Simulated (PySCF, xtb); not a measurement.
SnBr, SMILES [Br][Sn+] (connectivity only; charge and spin as stated), charge +1, multiplicity 1.

Harmonic wavenumbers (cm⁻¹) from GFN2-xTB (xtb) at its own minimum, in rising order: 266.

**Question.** What does B3LYP-D3(BJ)/def2-TZVP (PySCF) give at its own minimum? (The exact figures need the calculation; the answer reports its results.)

**Answer.** 291. Paired by order, the mean absolute difference is 25 cm⁻¹ and the zero-point energies are 0.4 and 0.4 kcal/mol.
